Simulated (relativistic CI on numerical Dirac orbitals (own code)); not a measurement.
## Line list: Forbidden lines, W17+

These numbers are calculated, not measured: Dirac-Coulomb-Breit CI, separate exchange-only KLI orbitals for each configuration, a model potential for QED, unscaled Slater integrals (own radial code, finite nucleus).

CI space (outside the closed core [Ar] 3d10): 4s²4p⁶4d¹⁰4f¹¹, 4s²4p⁶4d¹⁰4f¹⁰5s, 4s²4p⁶4d¹⁰4f⁹5s², 4s²4p⁶4d¹⁰4f⁹5s5p, 4s²4p⁶4d¹⁰4f¹⁰5p, 4s²4p⁶4d¹⁰4f⁹5p², 4s²4p⁶4d¹⁰4f¹⁰5d, 4s²4p⁶4d⁹4f¹², 4s²4p⁶4d⁹4f¹⁰5s², 4s²4p⁶4d¹⁰4f¹⁰6s, 4s²4p⁶4d⁸4f¹³, 4s²4p⁶4d¹⁰4f¹⁰6p, 4s²4p⁵4d¹⁰4f¹², 4s²4p⁶4d¹⁰4f¹⁰7s, 4s²4p⁴4d¹⁰4f¹³, 4p⁶4d¹⁰4f¹³, 4s4p⁶4d¹⁰4f¹¹5s, 4s4p⁶4d⁹4f¹³, 4s4p⁶4d¹⁰4f¹¹6s. Levels of other configurations are missing.

| λ vac (Å) | Lower | Upper | Type | A (s⁻¹) | E lower (eV) | E upper (eV) |
| --- | --- | --- | --- | --- | --- | --- |
| 1860.7 | 4s²4p⁶4d¹⁰4f¹¹ ⁴I°11/2 [3] | 4s²4p⁶4d¹⁰4f¹¹ ²H°9/2 [40] | M1 | 3.37e+01 | 2.6514 | 9.3148 |
| 1902.4 | 4s²4p⁶4d¹⁰4f¹¹ ⁴I°15/2 [1] | 4s²4p⁶4d¹⁰4f¹¹ ²K°15/2 [17] | M1 | 1.94e+02 | 0.0000 | 6.5174 |
| 2063.0 | 4s²4p⁶4d¹⁰4f¹¹ ⁴I°13/2 [2] | 4s²4p⁶4d¹⁰4f¹¹ ²K°13/2 [27] | M1 | 4.36e+01 | 1.9588 | 7.9686 |
| 2171.8 | 4s²4p⁶4d¹⁰4f¹⁰5s ⁶I17/2 [5] | 4s²4p⁶4d¹⁰4f¹⁰5s ⁴K17/2 [32] | M1 | 2.93e+02 | 2.9356 | 8.6443 |
| 2331.8 | 4s²4p⁶4d¹⁰4f¹¹ ⁴I°11/2 [3] | 4s²4p⁶4d¹⁰4f¹¹ ²K°13/2 [27] | M1 | 2.74e+01 | 2.6514 | 7.9686 |
| 2559.2 | 4s²4p⁶4d¹⁰4f¹⁰5s ⁶I15/2 [8] | 4s²4p⁶4d¹⁰4f¹⁰5s ⁶G13/2 [38] | M1 | 3.50e+01 | 4.2235 | 9.0682 |
| 2638.6 | 4s²4p⁶4d¹⁰4f¹¹ ⁴I°9/2 [6] | 4s²4p⁶4d¹⁰4f¹¹ ⁴G°7/2 [33] | M1 | 4.02e+01 | 3.9535 | 8.6524 |
| 2672.8 | 4s²4p⁶4d¹⁰4f¹¹ ⁴I°11/2 [9] | 4s²4p⁶4d¹⁰4f¹¹ ²H°9/2 [40] | M1 | 7.03e+01 | 4.6761 | 9.3148 |
| 2689.5 | 4s²4p⁶4d¹⁰4f¹¹ ⁴I°13/2 [2] | 4s²4p⁶4d¹⁰4f¹¹ ⁴G°11/2 [18] | M1 | 1.30e+02 | 1.9588 | 6.5687 |
| 2719.8 | 4s²4p⁶4d¹⁰4f¹¹ ⁴I°13/2 [2] | 4s²4p⁶4d¹⁰4f¹¹ ²K°15/2 [17] | M1 | 3.27e+01 | 1.9588 | 6.5174 |
| 3074.3 | 4s²4p⁶4d¹⁰4f¹¹ ⁴F°7/2 [10] | 4s²4p⁶4d¹⁰4f¹¹ ²D°5/2 [39] | M1 | 6.29e+01 | 5.1755 | 9.2084 |
| 3570.5 | 4s²4p⁶4d¹⁰4f¹¹ ⁴I°11/2 [3] | 4s²4p⁶4d¹⁰4f¹¹ ⁴F°9/2 [14] | M1 | 9.50e+01 | 2.6514 | 6.1239 |
| 3691.6 | 4s²4p⁶4d¹⁰4f¹⁰5s ⁶I17/2 [5] | 4s²4p⁶4d¹⁰4f¹⁰5s ⁴I15/2 [16] | M1 | 1.03e+02 | 2.9356 | 6.2941 |
| 3812.5 | 4s²4p⁶4d¹⁰4f¹¹ ⁴F°7/2 [10] | 4s²4p⁶4d¹⁰4f¹¹ ⁴G°5/2 [31] | M1 | 6.40e+01 | 5.1755 | 8.4276 |
| 3855.6 | 4s²4p⁶4d¹⁰4f¹¹ ⁴F°7/2 [10] | 4s²4p⁶4d¹⁰4f¹¹ ²D°5/2 [30] | M1 | 1.56e+02 | 5.1755 | 8.3912 |
| 3885.5 | 4s²4p⁶4d¹⁰4f¹¹ ⁴F°9/2 [14] | 4s²4p⁶4d¹⁰4f¹¹ ²H°9/2 [40] | M1 | 1.18e+02 | 6.1239 | 9.3148 |
| 4055.0 | 4s²4p⁶4d¹⁰4f¹¹ ⁴I°9/2 [6] | 4s²4p⁶4d¹⁰4f¹¹ ⁴G°9/2 [21] | M1 | 4.23e+01 | 3.9535 | 7.0111 |
| 4469.4 | 4s²4p⁶4d¹⁰4f¹⁰5s ⁴I15/2 [16] | 4s²4p⁶4d¹⁰4f¹⁰5s ⁶G13/2 [38] | M1 | 6.24e+01 | 6.2941 | 9.0682 |
| 4514.8 | 4s²4p⁶4d¹⁰4f¹¹ ⁴G°11/2 [18] | 4s²4p⁶4d¹⁰4f¹¹ ²H°9/2 [40] | M1 | 1.40e+02 | 6.5687 | 9.3148 |
| 4562.8 | 4s²4p⁶4d¹⁰4f¹¹ ⁴I°13/2 [2] | 4s²4p⁶4d¹⁰4f¹¹ ⁴I°11/2 [9] | M1 | 2.14e+02 | 1.9588 | 4.6761 |
| 5230.8 | 4s²4p⁶4d¹⁰4f¹¹ ²G°9/2 [4] | 4s²4p⁶4d¹⁰4f¹¹ ⁴F°7/2 [10] | M1 | 9.53e+01 | 2.8052 | 5.1755 |
| 5309.8 | 4s²4p⁶4d¹⁰4f¹¹ ⁴I°11/2 [9] | 4s²4p⁶4d¹⁰4f¹¹ ⁴G°9/2 [21] | M1 | 1.74e+02 | 4.6761 | 7.0111 |
| 5712.8 | 4s²4p⁶4d¹⁰4f¹¹ ⁴I°9/2 [6] | 4s²4p⁶4d¹⁰4f¹¹ ⁴F°9/2 [14] | M1 | 9.72e+01 | 3.9535 | 6.1239 |
| 6123.6 | 4s²4p⁶4d¹⁰4f¹¹ ⁴I°11/2 [3] | 4s²4p⁶4d¹⁰4f¹¹ ⁴I°11/2 [9] | M1 | 2.61e+01 | 2.6514 | 4.6761 |
| 6329.6 | 4s²4p⁶4d¹⁰4f¹¹ ⁴I°15/2 [1] | 4s²4p⁶4d¹⁰4f¹¹ ⁴I°13/2 [2] | M1 | 1.41e+02 | 0.0000 | 1.9588 |
| 6551.0 | 4s²4p⁶4d¹⁰4f¹¹ ⁴I°11/2 [9] | 4s²4p⁶4d¹⁰4f¹¹ ⁴G°11/2 [18] | M1 | 3.06e+01 | 4.6761 | 6.5687 |
| 7639.4 | 4s²4p⁶4d¹⁰4f¹⁰5s ⁴I15/2 [16] | 4s²4p⁶4d¹⁰4f¹⁰5s ⁴I13/2 [26] | M1 | 6.11e+01 | 6.2941 | 7.9171 |
| 9521.5 | 4s²4p⁶4d¹⁰4f¹¹ ⁴I°11/2 [3] | 4s²4p⁶4d¹⁰4f¹¹ ⁴I°9/2 [6] | M1 | 2.55e+01 | 2.6514 | 3.9535 |
| 9626.5 | 4s²4p⁶4d¹⁰4f¹⁰5s ⁶I17/2 [5] | 4s²4p⁶4d¹⁰4f¹⁰5s ⁶I15/2 [8] | M1 | 5.20e+01 | 2.9356 | 4.2235 |
| 10430.8 | 4s²4p⁶4d¹⁰4f¹⁰5s ⁶I15/2 [8] | 4s²4p⁶4d¹⁰4f¹⁰5s ⁶I13/2 [11] | M1 | 7.37e+01 | 4.2235 | 5.4122 |

Terms are leading LS components. Brackets give the number of a level in order of energy, since labels repeat. The list gives strong lines, with weight on those to low levels, among the lowest 400 of 9854 levels, so that lines to higher ones, which can be the strongest, are missing. Levels whose partners in the same complex of configurations lie outside the list can be far off, and so can their lines. Rates are taken at the computed energies, electric ones in the length gauge.

At this charge transitions that keep the count of f electrons are usually good to a few per cent. Terms inside the open d or f shell come out 10 to 20 % too wide with unscaled integrals. Levels that differ in their count of f electrons can be misplaced by several ten thousand cm⁻¹, since the correlation energy of f electrons is missing or only estimated; rates across such gaps can be off by orders of magnitude.

LS names give the leading component of a level, which can be under half, so a name can repeat, a term be missing and a line seem to break the LS rules.
